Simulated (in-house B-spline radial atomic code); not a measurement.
Ho3+ is squeezed into an impenetrable sphere of radius R (the orbitals vanish at R). Level of theory: Dirac-Hartree-Fock, average of configuration, Fermi nucleus of rms radius 5.2022 fm; calculated with a B-spline radial code for spherical atoms.

Energies in eV above the free ion in [Xe] 4f10:

| R (bohr) | highest level (eV) | [Xe] 4f10 | [Kr] 4d10 4f10 5s2 5p5 5f1 | [Kr] 4d9 4f11 5s2 5p6 |
| --- | --- | --- | --- | --- |
| 8.09 | -46.1 | 0 | 47.05 | 167.5 |
| 5.94 | -46.1 | 0.0005911 | 48.9 | 167.5 |
| 5.01 | -46.1 | 0.01378 | 51.54 | 167.5 |
| 4.3 | -46 | 0.1424 | 55.69 | 167.6 |
| 3.82 | -45.7 | 0.6589 | 60.76 | 168.1 |
| 3.27 | -44.3 | 3.623 | 72.15 | 171 |
| 2.48 | -35.4 | 38.9 | 131.4 | 206 |
| 2.1 | -22.6 | 121.5 | 235.2 | 288.5 |
| 1.9 | -10.7 | 223.9 | 352.9 | 391.3 |
| 1.53 | 60.1 | 735.4 | 900.4 | 906.2 |

(1) Does [Kr] 4d10 4f10 5s2 5p5 5f1 fall below [Xe] 4f10 under compression?

(2) Does [Kr] 4d9 4f11 5s2 5p6 fall below [Xe] 4f10 under compression?

The highest level is first positive in the row R = 1.53 bohr, pushed up by confinement above the zero of the free ion's potential. Each configuration is held fixed and needn't be the lowest in the sphere.

Answers

(1) No, it stays above over the whole range.

(2) No, it stays above over the whole range.
